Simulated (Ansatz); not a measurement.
Single points on B₉N₉.

```yaml
crystal:
  periodic: [false, false, false]
  atoms:
    - {symbol: B, position_ang: [-2.915822, -2.149893, 0.049155]}
    - {symbol: B, position_ang: [1.619207, -3.272897, -0.160617]}
    - {symbol: B, position_ang: [3.329239, -1.468075, -0.166819]}
    - {symbol: B, position_ang: [-0.851127, -3.538742, -0.076468]}
    - {symbol: B, position_ang: [2.004967, 3.026195, 0.008763]}
    - {symbol: B, position_ang: [3.476728, 1.017387, -0.100207]}
    - {symbol: B, position_ang: [-3.621100, 0.238293, 0.151488]}
    - {symbol: B, position_ang: [-2.634409, 2.522202, 0.177057]}
    - {symbol: B, position_ang: [-0.407675, 3.625548, 0.117679]}
    - {symbol: N, position_ang: [-3.680041, -1.077944, 0.114373]}
    - {symbol: N, position_ang: [3.833978, -0.250543, -0.148102]}
    - {symbol: N, position_ang: [-3.527797, 1.552834, 0.186999]}
    - {symbol: N, position_ang: [0.430479, -3.842554, -0.135567]}
    - {symbol: N, position_ang: [2.792554, -2.672184, -0.184100]}
    - {symbol: N, position_ang: [-1.715777, 3.467837, 0.165330]}
    - {symbol: N, position_ang: [3.086627, 2.275449, -0.051456]}
    - {symbol: N, position_ang: [0.903935, 3.748714, 0.069026]}
    - {symbol: N, position_ang: [-2.123984, -3.201627, -0.016523]}
basis:
  gaussian: {orbitals: def2-SVP, initial_orbitals: start.molden}
hamiltonian: {xc: pbe0, dispersion: d4}
scf: {omitted_lower_state_checks: [starts]}
output: {orbitals: {seedname: orbitals}}
```

The file start.molden holds the orbitals of an earlier run on this structure, at another level or in another basis.

```sh
$ ansatz run in.yaml --threads 4 --pin off --events-out ev --progress --plain --max-ram 6963MiB
```

Output, abridged:

```
Functional definition: PBE0
2934 factors; their error is unknown
mean field evaluation 1: about -19472.3841 eV, gradient 1.1e1 eV
mean field evaluation 2: about -19472.6910 eV, gradient 2.1e-1 eV
mean field evaluation 4: about -19472.7102 eV, gradient 2.3e-4 eV
mean field -19472.71022654 eV, -715.6089017484 hartree, gradient 8.3e-6 eV, S^2 0.000000; 0 other end points of the search recorded, 0 dependent functions left out
reference -19472.71027553 eV, -715.6089035485 hartree; 54, 54 occupied and 198, 198 virtual orbitals, 2934 factors
Total energy: -19473.27698913 eV, -715.6297298892 hartree
Checks for a lower state left out: starts
```

Hardware: 4 threads of Arm Neoverse V2 on a shared host. Wall time 9.5 s, peak host memory 1.1 GiB.

Geometry: r2SCAN-D4/def2-SVP.

The structure comes from a short search, and lower isomers may exist.
